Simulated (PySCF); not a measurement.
Sn(H)(PH2)3 (H7P3Sn), SMILES [PH2][SnH]([PH2])[PH2]. The structure is a stationary point at B3LYP-D3(BJ)/def2-SVP. The structure was generated by enumeration; whether it is a known compound was not checked. The def2 effective core potentials stand for the cores of Sn; spin–orbit coupling is left out. Other conformers were not sampled.

Computed equilibrium geometry at B3LYP-D3(BJ)/def2-SVP (PySCF confirms it by a frequency run) as a Z-matrix, and its point group (one conformer of several):
point group C3.
```
Sn
H 1 1.7273
P 1 2.5530 2 108.16
H 3 1.4308 1 92.21 2 -170.79
H 3 1.4312 4 93.00 1 -93.35
P 1 2.5530 2 108.16 3 -120.00
H 6 1.4308 1 92.21 2 -170.79
H 6 1.4312 7 93.00 1 -93.35
P 1 2.5530 2 108.16 3 120.00
H 9 1.4308 1 92.21 2 -170.79
H 9 1.4312 10 93.00 1 -93.35
```
Charge 0, spin multiplicity 1.
